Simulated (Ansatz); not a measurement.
C10H24O3Si⁻, that is SiMe(OiPr)3 with one electron more. The state is a doublet with charge -1. Geometry PBE-D4/def2-SVP; atoms count from 1.

```xyz
38

Si    0.2135    0.0567   -0.0417
C     1.9110    0.5863   -0.6556
H     2.7008   -0.1133   -0.2721
H     2.1430    1.6255   -0.2979
H     1.9333    0.5781   -1.7778
O    -0.9921    1.1990   -0.3379
C    -1.2235    1.8105   -1.6081
C    -1.2111    3.3254   -1.4246
C    -2.5196    1.2660   -2.2027
H    -0.3913    1.5432   -2.3183
H    -1.9936    3.6392   -0.7021
H    -1.3880    3.8458   -2.3954
H    -0.2192    3.6384   -1.0206
H    -2.4257    0.1677   -2.3465
H    -3.3754    1.4607   -1.5229
H    -2.7321    1.7403   -3.1887
O     0.1646   -0.2006    1.6244
C     0.7142    0.6895    2.5951
C     1.6247   -0.1128    3.5209
C    -0.4182    1.4188    3.3142
H     1.3463    1.4698    2.0873
H     1.0557   -0.9247    4.0206
H     2.0789    0.5423    4.3010
H     2.4394   -0.5792    2.9183
H    -1.0062    2.0056    2.5759
H    -1.0988    0.6943    3.8085
H    -0.0146    2.1131    4.0870
O    -0.3481   -1.3751   -0.7320
C     0.4503   -2.5328   -0.9779
C     0.3224   -2.9043   -2.4528
C     0.0398   -3.6442   -0.0153
H     1.5329   -2.3008   -0.7779
H    -0.7367   -3.1099   -2.7153
H     0.9348   -3.8064   -2.6904
H     0.6760   -2.0476   -3.0759
H     0.2133   -3.3095    1.0311
H    -1.0370   -3.8872   -0.1327
H     0.6361   -4.5677   -0.2011
```

Single mean-field runs in def2-TZVP are fitted with def2-universal-jkfit. The highest occupied level of the relaxed charge -1 doublet lies above zero (up to 2.66 eV). By energy differences it is unbound by 1.75 eV (each at its own geometry, against the charge 0 singlet, at PBE0-D4/def2-TZVP) and held by the finite basis.

(1) Estimate the Mulliken populations of the heavy atoms from the PBE0/def2-TZVP orbitals of Ansatz.

(2) Where does the spin sit?

(3) And the Mayer bond orders between heavy atoms (over 0.3)?

## Answers

(1) 
```tsv
atom	charge (e)	spin (α − β)
Si1	0.38	0.23
C2	0.15	-0.66
O6	-0.34	0.00
C7	0.26	-0.10
C8	-0.20	-0.15
C9	-0.31	-0.05
O17	-0.34	-0.01
C18	0.25	-0.09
C19	-0.20	-0.15
C20	-0.32	-0.05
O28	-0.34	-0.01
C29	0.24	-0.08
C30	-0.17	-0.19
C31	-0.30	-0.06
```
Mulliken values depend strongly on the basis.

(2) Summed by element: Si 0.23, C -1.58, H 2.36, O -0.02, of 1 unpaired in all. Largest on single atoms: C2 -0.66, H5 0.29, H3 0.28.

(3) Si1–C2 0.54 (1.88 Å); Si1–O6 1.13 (1.69 Å); Si1–O17 1.13 (1.69 Å); Si1–O28 1.13 (1.69 Å); O6–C7 0.95 (1.43 Å); C7–C8 1.04 (1.53 Å); C7–C9 1.01 (1.53 Å); O17–C18 0.95 (1.43 Å); C18–C19 1.03 (1.53 Å); C18–C20 1.01 (1.53 Å); O28–C29 0.95 (1.43 Å); C29–C30 1.04 (1.53 Å); C29–C31 1.01 (1.53 Å).
